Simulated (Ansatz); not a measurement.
C3H10OSi can be A, `CC[SiH2]CO`, or B, `CCOC[SiH3]`.

Program: Ansatz. Geometries: PBE0-D4/def2-TZVP. ΔE: electronic, gas phase. CBS: MP2 limit from def2 TZ/QZ plus the TZ coupled-cluster correction, frozen cores. Functionals use def2-TZVPP. One conformer a species, not always the lowest.

(1) Which isomer does CCSD(T)/CBS put lower? Give the gap. (An estimate is asked.)

(2) Give E(B) − E(A) in kJ/mol with CCSD(T)/def2-SVP, B2PLYP, CCSD/def2-TZVPP, HF/def2-TZVPP, BLYP-D4, PBE-D4, PBE0-D4. (Best estimate.)

(3) Does the order hold for the free energy at 298.15 K (harmonic terms from PBE0-D4)? (Estimate.)

Largest T1 diagnostic: 0.011.

Answers

(1) Computed: A, by 58.1 kJ/mol.

(2) Ansatz gave: CCSD(T)/def2-SVP 37.7, B2PLYP 51.8, CCSD/def2-TZVPP 53.5, HF/def2-TZVPP 40.3, BLYP-D4 51.0, PBE-D4 57.4, PBE0-D4 58.1. None reverses the order clearly.

(3) Computed: Yes: G(B) − G(A) = +54.9 kJ/mol, for one conformer each. Modes under 60 cm⁻¹, often nearly free rotors, make the harmonic entropy too high.

At CCSD(T), def2-SVP lies −20.4 kJ/mol from the extrapolated value and def2-TZVPP −3.8 kJ/mol. The D4 term adds +3.5 kJ/mol with B3LYP and +1.9 kJ/mol with PBE0; it sums over pairs of atoms, weighted by their polarisabilities, and B3LYP, whose exchange is more repulsive, gets the larger term.

B3LYP here is the variant with VWN-RPA as its local correlation; programs differ in this.
